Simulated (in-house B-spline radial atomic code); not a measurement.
Configurations of the calcium ion Ca²⁺, with energies counted from [Ne] 3s2 3p6. Method: Dirac-Hartree-Fock, average of configuration, Fermi nucleus of rms radius 3.4776 fm. Calculated with an all-electron radial atomic-structure program (B-spline basis). Energies include first-order Breit, QED and recoil terms.

Occupations are held fixed; configurations that lie above the ionisation limit could autoionise.

```tsv
configuration	E - E(ref) (eV)	highest orbital	its <r> (bohr)
[Ne] 3s2 3p5 4s1	29.853	4s1/2	3.149
[Ne] 3s2 3p5 4d1	39.647	4d5/2	5.027
[Ne] 3s2 3p5 5s1	39.902	5s1/2	6.192
[Ne] 3s2 3p5 7f1	47.391	7f5/2	22.31
[Ne] 3s1 3p6 5p1	66.328	5p3/2	6.996
[Ne] 3s1 3p6 5d1	68.653	5d5/2	8.993
[Ne] 3s1 3p6 6p1	69.524	6p3/2	11.33
[Ne] 3s1 3p6 6g1	71.412	6g9/2	14.66
[He] 2s2 2p5 3s2 3p6 5g1	370.35	5g9/2	9.164
[He] 2s2 2p5 3s2 3p6 7s1	371.17	7s1/2	15.08
[He] 2s2 2p5 3s2 3p6 6f1	371.82	6f5/2	15.85
```

Problem. Order these further configurations by energy, lowest first.
A. [Ne] 3s1 3p6 6d1
B. [Ne] 3s1 3p6 7p1
C. [Ne] 3s2 3p5 5g1
D. [He] 2s2 2p5 3s2 3p6 6g1
E. [Ne] 3s2 3p5 4f1

Solution. E (42.209 eV), C (45.008 eV), A (70.713 eV), B (71.196 eV), D (371.85 eV).

Problem. How far above the reference does [Ne] 3s1 3p6 4p1 lie?

Solution. 58.808 eV; its least bound orbital is 4p3/2 with <r> = 3.647 bohr.

Problem. How far above the reference does [Ne] 3s1 3p6 5g1 lie?

Solution. 69.916 eV; its least bound orbital is 5g9/2 with <r> = 9.164 bohr.

Problem. How far above the reference does [Ne] 3s2 3p5 7g1 lie?

Solution. 47.407 eV; its least bound orbital is 7g9/2 with <r> = 21.16 bohr.

Problem. One of these lies 46.5 eV from the reference. Which?
A. [Ne] 3s2 3p5 6g1
B. [Ne] 3s2 3p5 6s1
C. [He] 2s2 2p5 3s2 3p6 3d1
D. [He] 2s2 2p5 3s2 3p6 6d1

Solution. A.
